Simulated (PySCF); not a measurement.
H₂O₃Ti, SMILES [O]=[Ti]([OH])[OH], multiplicity 1. Heavy atoms are numbered as in [Ti:1](=[O:2])([OH:3])[OH:5]. Hydrogens are named by the atom that carries them.

Coordinates come from a PBE0-D3(BJ)/def2-SVP optimisation. The spin state was assumed, not searched. One conformer was computed; it need not be the lowest.

Level of theory: PySCF with PBE/pcSseg-1.

GIAO shieldings, no solvent; atoms alike by connectivity are averaged. δ = σ(ref) − σ: ¹⁷O against H2O (σ = 334.3 ppm); ¹H against TMS (σ = 31.49 ppm), references at their B3LYP-D3(BJ)/def2-TZVP geometries, non-relativistic.

```
atoms    nucleus  count     δ (ppm)
-------  -------  -----  ----------
O2           ¹⁷O      1      1098.5
O3 (OH)      ¹⁷O      2  (withheld)
H on O3       ¹H      2       11.36
```

Task: Fill in the missing entries. (An estimate is asked for; the answer gives what the named calculation found.)

Result: 
- O3 (OH), δ (ppm): 370.3
